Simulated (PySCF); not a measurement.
Sn(vinyl)3(NHMe), C₇H₁₃NSn.
Z-matrix (Å and degrees, PBE0-D3(BJ)/def2-SVP geometry), rows numbered from 1:
```
Sn
C   1  2.1444
C   2  1.3365  1  122.06
H   2  1.0977  1  119.29  3   179.10
H   3  1.0968  2  122.15  1    -0.57
H   3  1.0974  2  122.21  1   179.20
C   1  2.1346  2  109.25  3   136.36
C   7  1.3362  1  122.80  2    -7.42
H   7  1.0973  1  118.20  2   173.19
H   8  1.0966  7  122.26  1     0.26
H   8  1.0973  7  122.06  1  -179.58
C   1  2.1352  2  109.79  3     8.64
C  12  1.3366  1  120.20  2  -136.63
H  12  1.0969  1  120.39  2    43.38
H  13  1.0967 12  121.25  1    -0.37
H  13  1.0973 12  122.16  1   179.91
N   1  2.0466  2  115.24  3  -106.03
C  17  1.4438  1  121.58  2   -78.14
H  17  1.0166  1  113.30  2    59.84
H  18  1.1055 17  111.13  1  -159.83
H  18  1.1025 17  110.03  1   -42.33
H  18  1.1100 17  115.42  1    78.22
```

Computed, not measured: PySCF, PBE0-D3(BJ)/def2-SVP geometry optimisation, gas phase, def2 core potentials past Kr.

Masses are those of the commonest isotopes; rigid-rotor values at the optimised geometry. The values belong to one conformer.

Q: Give the principal moments of inertia and the rotational constants in GHz.

A: Ia = 495.50, Ib = 513.19, Ic = 635.92 u·Å²; 505379 MHz·u·Å²/I gives 1020, 984.8 and 794.7 MHz, that is A = 1.0199, B = 0.9848, C = 0.7947 GHz.

Q: Classify the top.

A: An asymmetric top: κ = (2 × 984.8 − 1020 − 794.7)/(1020 − 794.7) = 0.69.

Q: Is it planar, by Δ = Ic − Ia − Ib?

A: Not planar: Δ = Ic − Ia − Ib = -372.77 u·Å². For a rigid frame Δ = −2 Σ m c², so Σ m c² = 186.38 u·Å² lies off the ab plane: 34.12 from hydrogen and 152.27 from heavier atoms. The atom farthest from that plane is 2.50 Å away.

Q: Give the other two planar moments, Paa and Pbb, and the rms extents of the mass along the axes.

A: Paa = Σ m a² = (Ib + Ic − Ia)/2 = 326.81 and Pbb = Σ m b² = (Ia + Ic − Ib)/2 = 309.11 u·Å². With the mass M = 231.01 u, the rms extents √(P/M) along a, b and c are 1.19, 1.16, 0.90 Å.

Q: Give the coordinates in the principal-axis frame, origin at the centre of mass.

A: The sense of each axis is arbitrary; atoms in the order of the calculation.
| atom | mass (u) | a (Å) | b (Å) | c (Å) |
| --- | --- | --- | --- | --- |
| Sn1 | 119.902 | 0.018 | 0.041 | 0.051 |
| C2 | 12.000 | -0.260 | 1.804 | -1.138 |
| C3 | 12.000 | 0.714 | 2.702 | -1.314 |
| H4 | 1.008 | -1.225 | 1.971 | -1.633 |
| H5 | 1.008 | 1.702 | 2.590 | -0.851 |
| H6 | 1.008 | 0.578 | 3.598 | -1.932 |
| C7 | 12.000 | -1.698 | -0.252 | 1.286 |
| C8 | 12.000 | -2.684 | 0.644 | 1.380 |
| H9 | 1.008 | -1.762 | -1.177 | 1.874 |
| H10 | 1.008 | -2.672 | 1.588 | 0.821 |
| H11 | 1.008 | -3.558 | 0.484 | 2.024 |
| C12 | 12.000 | 1.887 | 0.150 | 1.079 |
| C13 | 12.000 | 2.684 | -0.921 | 1.141 |
| H14 | 1.008 | 2.201 | 1.084 | 1.561 |
| H15 | 1.008 | 2.397 | -1.871 | 0.675 |
| H16 | 1.008 | 3.651 | -0.900 | 1.659 |
| N17 | 14.003 | 0.207 | -1.703 | -1.003 |
| C18 | 12.000 | -0.941 | -2.376 | -1.563 |
| H19 | 1.008 | 0.997 | -1.702 | -1.643 |
| H20 | 1.008 | -0.717 | -3.439 | -1.771 |
| H21 | 1.008 | -1.772 | -2.370 | -0.839 |
| H22 | 1.008 | -1.338 | -1.939 | -2.503 |

Q: Where do the levels up to J = 3 lie, in MHz?

A: Above 0(0,0):
J = 1: 1(0,1) 1779, 1(1,1) 1815, 1(1,0) 2005
J = 2: 2(0,2) 5179, 2(1,2) 5184, 2(1,1) 5754, 2(2,1) 5859, 2(2,0) 6019
J = 3: 3(0,3) 10157, 3(1,3) 10157, 3(1,2) 11176, 3(2,2) 11198, 3(2,1) 11718, 3(3,1) 11929, 3(3,0) 12050
The levels of one J sum to (2J + 1)J(J + 1)(A + B + C)/3.

Q: Which lines would a microwave search look for?

A: The dipole components are |μa| = 0.06 D, |μb| = 0.67 D, |μc| = 0.38 D. Intensities carry the squares of the components, which stand as 0.01 : 1.00 : 0.32 (a : b : c). Some lines, for components of 0.1 D or more:

```
type  branch         J(Ka,Kc)   MHz  lower level (cm⁻¹)
   b       Q  2(1,1) ← 2(0,2)   575               0.173
   b       Q  2(2,1) ← 2(1,2)   676               0.173
   b       R  1(1,1) ← 0(0,0)  1815               0.000
   c       R  1(1,0) ← 0(0,0)  2005               0.000
   b       R  2(0,2) ← 1(1,1)  3364               0.061
   b       R  2(1,2) ← 1(0,1)  3404               0.059
   b       R  2(2,1) ← 1(1,0)  3855               0.067
   c       R  2(1,1) ← 1(0,1)  3974               0.059
   c       R  2(2,0) ← 1(1,0)  4014               0.067
   c       R  2(2,1) ← 1(1,1)  4045               0.061
   b       R  2(2,0) ← 1(1,1)  4204               0.061
```

Atoms past krypton carry def2 core potentials. No frequency check. These are rigid-rotor constants of the computed structure; measured ground-state constants (B0) also hold zero-point vibration. A rigid rotor knows nothing of inversion at nitrogen or internal rotation, which can split or shift real lines. Quadrupole hyperfine structure (14N) is left out.
